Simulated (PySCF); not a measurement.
Name the molecule from its bond curve

A diatomic of charge 0 contains Bi. Its triplet curve at PBE0 in a double-zeta basis (scalar-relativistic core potentials, PySCF), in eV from the separated fragments:

(R (Å), E (eV)): (1.773, -2.521), (1.856, -3.227), (1.938, -3.600), (2.000, -3.725), (2.062, -3.755), (2.124, -3.714), (2.206, -3.581), (2.309, -3.334), (2.433, -2.978), (2.598, -2.476)

The fit gives ωe = 547 cm⁻¹ and the rotational constant Bₑ = 0.2295 cm⁻¹.

Task: Which atom is the partner?

Result: The minimum lies at 2.054 Å, so the reduced mass is 16.8576 u Å² cm⁻¹/(Bₑ·Re²) = 17.41 u. With Bi at 208.98 u the partner weighs about 19.0 u: F. The molecule is BiF.

Spin–orbit coupling is left out, which matters for elements this heavy, above all for dissociation energies. The state was picked by a PBE0 search and need not be the measured ground state.
